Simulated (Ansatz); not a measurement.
```yaml
atoms:
  - { symbol: C, position_ang: [-0.0485, 0.0438, -0.6948] }
  - { symbol: N, position_ang: [-0.0261, 0.0459, 0.7161] }
  - { symbol: H, position_ang: [0.0226, -1.0219, -1.1546] }
  - { symbol: H, position_ang: [-0.9165, 0.5319, -1.0954] }
  - { symbol: H, position_ang: [0.8374, 0.5599, -1.0614] }
  - { symbol: H, position_ang: [-0.8398, -0.4023, 1.1596] }
  - { symbol: H, position_ang: [0.8589, -0.4363, 1.1266] }
```

Basis set: aug-cc-pVDZ (spherical functions). Correlated methods keep 2 orbitals frozen. Charge 0, multiplicity 1.

Computed with Ansatz (development build ahead of 0.2.0); each method stands on the lowest determinant of its kind that the runs found. Restricted open shells among the atoms or ions are ROHF, correlated in semicanonical orbitals with singles.

**Question.** Give the atomization energy at this shape (free ground-state atoms in the same class of orbitals less the molecule, no zero-point energy) of singlet CH5N by RHF-MP2, RHF.

**Answer.**

```csv
method,atomization energy
RHF-MP2,539.46 kcal/mol
RHF,408.07 kcal/mol
```
